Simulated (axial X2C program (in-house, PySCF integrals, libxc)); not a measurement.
NbTe: from the spin-free to the two-component result

Computed with an in-house relativistic program for diatomic molecules. Spin-free means the one-electron spin-free X2C Hamiltonian; two-component (2c) means X2C with spin–orbit coupling and atomic mean-field two-electron Coulomb and Gaunt terms, so the difference of the two also holds small scalar two-electron terms. Basis: Te dyall-cv3z [11s12p8d4f1g], Nb dyall-cv3z [11s12p9d5f3g] (cores contracted in-house); Gaussian nuclei, density fitting, unrestricted open shells. Masses: Te 129.906 u, Nb 92.906 u.

Spin-free state: M_S = 3/2, Λ = 0 (beyond evenly filled blocks: σα, δ+α, δ-α); fragments Te + Nb.

```json
{"level": "BLYP", "Re (Å)": "2.515", "ωe (cm⁻¹)": "275.7", "De (eV)": "4.207", "μ (D)": "3.81"}
```

Dipoles are positive if Nb is the positive end.

Two-component determinant lowest at the distance of the search:

Ω = 3/2 (⟨Sz⟩ = 1.50, ⟨Lz⟩ = 0.00 at BLYP); fragments Te + Nb.

```json
{"level": "BLYP", "Re (Å)": "2.518", "ωe (cm⁻¹)": "273.0", "μ (D)": "3.75"}
```

Problem. From the two tables, how do the constants change at the BLYP level (2c against spin-free)?

Solution. At the BLYP level Re increases by 0.003 Å and ωe goes down by 2.7 cm⁻¹.

The state is one determinant whose occupation by symmetry is held fixed; it was picked as the lowest of a PBE0 search that is not exhaustive. Dissociation energies refer to the lowest single-determinant-based atoms at the same level and basis. De is not given where an atomic determinant may have missed its ground term or J level, or where the truncated virtual space spoils (T). Density functionals use the spin component along the axis (collinear). Without a current term, density functionals place determinants with orbital angular momentum somewhat too high. With several unpaired electrons one determinant need not be a pure state. This is the top spin component of a Σ state; components of lower Ω are not single determinants and can lie lower. The determinant is spin-polarised beyond a pure state at some levels (its spin-free form has ⟨S²⟩ too high), which makes Re and μ there less reliable.
